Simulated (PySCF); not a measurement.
# Electron correlation in Bi (bismuth, neutral)

[Xe] 4f14 5d10 6s2 6p3, high-spin 4S determinant. All numbers are calculated (PySCF 2.14, scalar relativity through the core potential, in def2-QZVPPD with the def2 core potential (60 electrons) (8s6p5d4f1g, 88 functions)). Frozen: 5s2 5p6 5d10; 5 electrons correlated.

| level | correlation energy (mhartree) |
| --- | --- |
| CCSD | -64.91 |
| (T) | -2.10 |
| CCSD(T) | -67.01 |

Diagnostics: T1 = 0.0047, D1 = 0.0119, largest double amplitude 0.032.

Spin-orbit coupling is strong in this species (close to jj coupling), so the high-spin LS determinant is a model state, not a physical level.

Cost of the coupled-cluster step: about 18 core-seconds, for 5 correlated electrons.

Spin-orbit coupling is strong in this species, so the high-spin LS determinant is a model state.
